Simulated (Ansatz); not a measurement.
CH3Be, charge +1, singlet, geometry from GFN2-xTB (such geometries of metal compounds can be far from the true shape); R2SCAN/pcseg-1 run with Ansatz (a first-principles code).

Ansatz was given this input:
Ansatz 0.2 input:
```yaml
crystal:
  periodic: [false, false, false]
  atoms:
    - {symbol: Be, position_ang: [-0.87759202, -0.53854405, -0.72562287]}
    - {symbol: C, position_ang: [0.27844652, 0.17087179, 0.23022904]}
    - {symbol: H, position_ang: [0.87946345, -0.51977720, 0.85011061]}
    - {symbol: H, position_ang: [-0.09394812, 0.89853793, 0.97473878]}
    - {symbol: H, position_ang: [1.05417361, 0.75018474, -0.30373214]}
basis:
  gaussian:
    orbitals: pcseg-1.json
hamiltonian:
  xc: r2scan
total_charge: 1
```
The basis file holds pcseg-1 in the JSON format of the Basis Set Exchange.

It wrote (shortened):

```
Functional definition: r2SCAN
475 factors; their error is unknown
mean field evaluation 1: about -1458.6732 eV, gradient 8.2e1 eV
mean field evaluation 2: about -1421.5140 eV, gradient 1.1e2 eV
mean field evaluation 4: about -1475.8669 eV, gradient 5.6e0 eV
mean field evaluation 8: about -1475.9386 eV, gradient 1.4e-1 eV
mean field evaluation 16: about -1475.9386 eV, gradient 4.7e-6 eV
mean field -1475.93861604 eV, -54.2397437122 hartree, gradient 4.7e-6 eV, S^2 0.000000; 0 other end points of the search recorded, 0 dependent functions left out
reference -1475.93862581 eV, -54.2397440713 hartree; 6, 6 occupied and 32, 32 virtual orbitals, 475 factors
Total energy: -1475.93862581 eV, -54.2397440713 hartree
```
